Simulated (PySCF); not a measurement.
# How methods differ on the excitation energy of Be

Be [He] 2s2 (1S) → Be [He] 2s1 3s1 (3S), as a difference of total energies. Computed with PySCF 2.14 in aug-cc-pCVTZ-DK with one added diffuse shell each of s, p, d, f type (8s7p5d3f, 75 functions), with scalar relativity by spin-free X2C-1e. Correlated levels: valence and next inner shell: nothing frozen. The calculations carry no spin-orbit coupling.

```tsv
method	excitation energy (cm⁻¹)
UHF	42916
MP2 (valence and next inner shell)	49014
SCS-MP2 (valence and next inner shell)	50525
CCSD (valence and next inner shell)	51932
CCSD(T) (valence and next inner shell)	52011
```

Errors of the correlated levels include the incompleteness of this basis.

For comparison: 52081 cm⁻¹ (measured; NIST levels).
